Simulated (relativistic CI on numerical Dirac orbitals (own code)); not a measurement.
**Hyperfine structure of Ru20+, mass number 101**

Method of calculation: Dirac-Coulomb-Breit CI, orbitals from a KLI potential per configuration, a model potential for QED, unscaled Slater integrals (own radial code, finite nucleus).

Configuration list (outside the closed core [Ne]): 3s2.3p6.3d6, 3s2.3p5.3d7, 3s2.3p4.3d8, 3s.3p6.3d7, 3p6.3d8, 3s.3p5.3d8, 3s2.3p6.3d5.4s, 3s2.3p6.3d5.4p, 3s2.3p6.3d5.4d, 3s2.3p6.3d5.4f, 3s2.3p4.3d7.4s, 3s2.3p5.3d6.4s, 3s2.3p6.3d4.4s2, 3s2.3p6.3d5.5s, 3s2.3p6.3d5.5p, 3s.3p6.3d6.4s. Levels of other configurations are missing.

Nuclear spin I = 5/2, μ = -0.718 μN, Q = 0.46 b (tables of Stone and Pyykkö). The electronic factors are computed for point nuclear moments, without core polarisation or the Bohr-Weisskopf and QED corrections.

```csv
Level,E (eV),A (MHz),B (MHz)
3s2.3p6.3d6 5D_4,0.0000,-1375,4910
3s2.3p6.3d6 5D_3,2.6822,-995.4,1090
3s2.3p6.3d6 5D_2,2.8873,-1225,-1110
3s2.3p6.3d6 5D_1,4.1676,-1081,-1640
3s2.3p6.3d6 3P_2,10.0301,-761.9,-1090
3s2.3p6.3d6 3H_6,10.7666,-2076,-2970
3s2.3p6.3d6 3H_5,10.8502,-1935,1250
3s2.3p6.3d6 3F_3,12.2435,-2253,2530
```

Levels with J = 0, under 50 % of one LS term, or S terms without an open s electron are left out. Small factors come from cancelling terms and can be off by tens of per cent or more.

At this charge energies of transitions that change n are usually good to better than 1 %, and those within a shell (Δn = 0) to a few per cent. Terms inside the open d or f shell come out 10 to 20 % too wide with unscaled integrals.

Q: Give the hyperfine levels of 3s2.3p6.3d6 5D_4 relative to its centre of gravity.

A: With K = F(F + 1) − I(I + 1) − J(J + 1), E = AK/2 + B[¾K(K + 1) − I(I + 1)J(J + 1)]/[2I(2I − 1)J(2J − 1)]: F = 3/2: 19600, F = 5/2: 14720, F = 7/2: 8430, F = 9/2: 1294, F = 11/2: -5980, F = 13/2: -12520 MHz.

LS names give the leading component of a level, which can be under half, so a name can repeat, a term be missing and a line seem to break the LS rules.
